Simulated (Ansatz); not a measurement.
(H3Sn)2NH (Sn2NH7). Total charge 0; triplet. Geometry r2SCAN-D4/def2-SVP, that of the neutral singlet; atoms count from 1.

Cartesian coordinates in Å:
```
Sn -0.8242 -1.0203 -1.2649
H -2.2668 -1.5468 -0.4805
H -1.1371 0.3893 -2.1838
H -0.1951 -2.2919 -2.2277
N 0.6495 -0.4921 0.0540
Sn 0.6720 1.2164 1.1805
H -0.3339 1.1094 2.5767
H 2.2945 1.4895 1.6644
H 0.1017 2.4433 0.1321
H 1.0393 -1.2967 0.5492
```

In the def2 sets Sn takes a core potential; there is no spin–orbit coupling. At PBE0-D4/def2-TZVP a singlet of charge 0 lies 4.15 eV below the triplet at the same geometry.

(1) Estimate the Mulliken populations from the PBE0/def2-TZVP orbitals of Ansatz.

(2) Where does the spin sit?

(3) And the Mayer bond orders between bonded heavy atoms (over 0.3)?

Results:

(1) 
| atom | charge (e) | spin (α − β) |
| --- | --- | --- |
| Sn1 | 0.12 | 0.48 |
| H2 | -0.01 | 0.08 |
| H3 | -0.03 | -0.01 |
| H4 | -0.03 | 0.01 |
| N5 | -0.25 | 0.78 |
| Sn6 | 0.12 | 0.48 |
| H7 | -0.01 | 0.08 |
| H8 | -0.03 | 0.01 |
| H9 | -0.03 | -0.01 |
| H10 | 0.16 | 0.11 |
Mulliken values and Mayer orders depend strongly on the basis.

(2) Summed by element: Sn 0.96, H 0.27, N 0.78, of 2 unpaired in all. Largest on single atoms: N5 0.78, Sn6 0.48, Sn1 0.48.

(3) Sn1–N5 0.39 (2.05 Å); N5–Sn6 0.39 (2.05 Å). Values over 0.3 also appear between atoms too far apart for a bond (Sn1–Sn6 0.47 at 3.64 Å); they arise where an orbital or an unpaired electron spreads over both atoms.
